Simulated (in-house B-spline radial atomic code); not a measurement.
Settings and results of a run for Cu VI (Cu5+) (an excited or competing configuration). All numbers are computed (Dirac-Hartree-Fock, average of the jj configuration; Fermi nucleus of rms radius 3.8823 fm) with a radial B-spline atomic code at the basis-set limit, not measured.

In the input, a minus or plus after the letter marks the j = l - 1/2 or j = l + 1/2 subshell.

Command:
```bash
python run_scf.py task.json out
```
Settings (nuclear radius in fm, mass in u):
```
Z                29
configuration    1s2 2s2 2p6 3s2 3p-2 3p+3 3d-3 3d+3 7f-1
hamiltonian      dirac
method           hf
spin_polarised   False
nucleus          fermi
rms_radius       3.8823
atomic_mass      62.9296
speed_of_light   137.035999084
```

Output (hartree, bohr):
```
 radial grid: 75 intervals, B-splines of order 8, outer radius 42.9825 bohr

 iter        energy (Eh)    residual
    1      -1618.0175329    9.52e-01
    2      -1635.6167648    5.20e-01
    3      -1639.4519283    1.68e-01
    4      -1639.8845222    5.18e-02
    5      -1639.9188468    2.10e-02
    6      -1639.9272271    1.28e-03
    7      -1639.9272446    3.64e-05
    8      -1639.9272446    4.51e-06
    9      -1639.9272446    2.79e-07

 total energy                    -1639.927245
 kinetic                           1669.66702
 electron-nucleus                 -3850.33748
 electron-electron                  540.74321

 first-order corrections (not in the total)
   Gaunt                            0.74330
   retardation                     -0.06712
   frequency dependence            -0.00220
   self-energy                      0.49836
   Uehling                         -0.04491
   Wichmann-Kroll                   0.00034
   recoil                           0.01086

 orbital      occ     eigenvalue          <r>       <r^2>       <1/r>       <r^4>     <1/r^2>       r_max    small
 1s1/2      2.000     -337.52392    0.0521022  0.00365215      29.163 3.43975e-05     1750.04     0.03412  1.09e-02
 2s1/2      2.000      -46.51520     0.233656   0.0644528     6.39589  0.00722622     174.197      0.1961  2.09e-03
 2p1/2      2.000      -41.20033     0.203769   0.0509951     6.31686  0.00527694     56.1212      0.1564  2.06e-03
 2p3/2      4.000      -40.37578     0.207177   0.0526027     6.17504  0.00559774     52.2058      0.1592  2.02e-03
 3s1/2      2.000       -9.48900     0.682749    0.533972     2.07574    0.444675     27.6366      0.6031  4.88e-04
 3p1/2      2.000       -7.82491     0.696098    0.563921     1.96942    0.522604     8.73105      0.6009  4.51e-04
 3p3/2      3.000       -7.65027     0.704133     0.57688     1.94071    0.546383     8.19173      0.6082  4.45e-04
 3d3/2      3.000       -4.91223     0.724974    0.635708     1.71779    0.788422     3.81306      0.5555  3.60e-04
 3d5/2      3.000       -4.83726     0.729639    0.644456     1.70794    0.812635     3.76859      0.5576  3.57e-04
 7f5/2      1.000       -0.37493      10.9626     136.197    0.129329     24689.4    0.036715       12.28  1.10e-05
```

Run time, properties included: 1.2 s on 1 thread of Arm Neoverse V2, on a shared host.

For the Dirac Hamiltonian the kinetic term is c α·p + (β - 1)c².
